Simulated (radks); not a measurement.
Q: The mean radii <r> (bohr) of the occupied orbitals of an atom or ion are listed with their occupations. Method: scalar-relativistic Kohn-Sham, PBEsol, spin-polarised, spherical densities, finite nucleus; Fermi nuclear charge, rms radius of each element as measured or else 0.836 A^(1/3) + 0.57 fm; computed with a radial shooting solver on a logarithmic mesh with Libxc functionals.

| orbital | occ. | <r> |
|---|---|---|
| 1s up | 1 | 0.01716 |
| 1s down | 1 | 0.01715 |
| 2s up | 1 | 0.07209 |
| 2s down | 1 | 0.07204 |
| 2p up | 3 | 0.06491 |
| 2p down | 3 | 0.06484 |
| 3s up | 1 | 0.1800 |
| 3s down | 1 | 0.1803 |
| 3p up | 3 | 0.1791 |
| 3p down | 3 | 0.1794 |
| 3d up | 5 | 0.1599 |
| 3d down | 1 | 0.1603 |

Name the element and its charge. Open shells, if any, are filled with parallel spins first.

A: Z = 78, platinum, charge +54: Pt54+ in [Ar] 3d6. The 1s radius gives Z: for a bare nucleus <r> = (2 gamma + 1)/(2Z) with gamma = sqrt(1 - (Z/c)^2), 0.01695 bohr for Z = 78, and screening makes it slightly larger (0.01716 here). The occupations add up to 24, and the charge is Z minus that.
